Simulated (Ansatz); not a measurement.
The same ligand exchange along the group B, Al, Ga, In.

Program: Ansatz. Geometries: PBE0-D4/def2-TZVP. ΔE: electronic, gas phase. CBS: MP2 limit from def2 TZ/QZ plus the TZ coupled-cluster correction, frozen cores. This one scheme is used for every species. def2 core potentials past Kr. For Ga, In outer-core shells are correlated without core-valence functions, which leaves a few kJ/mol of doubt a bond. Scalar relativity is left out up to krypton. One conformer a species, not always the lowest.

Order these by ΔE at CCSD(T)/CBS, lowest first. (An estimate is asked.)
A. `B[SiH2]N` + `N[SiH](O)Cl` → `N[SiH2]O[SiH](N)Cl` + BH₃
B. `N[SiH2][GaH2]` + `N[SiH](O)Cl` → `N[SiH2]O[SiH](N)Cl` + `[GaH3]`
C. `N[SiH2][InH2]` + `N[SiH](O)Cl` → `N[SiH2]O[SiH](N)Cl` + `[InH3]`
D. `N[SiH2][AlH2]` + `N[SiH](O)Cl` → `N[SiH2]O[SiH](N)Cl` + `[AlH3]`

A (-149.2 kJ/mol), D (-133.8 kJ/mol), B (-117.0 kJ/mol), C (-104.8 kJ/mol).

Largest T1 diagnostic: 0.014, for `[InH3]`.
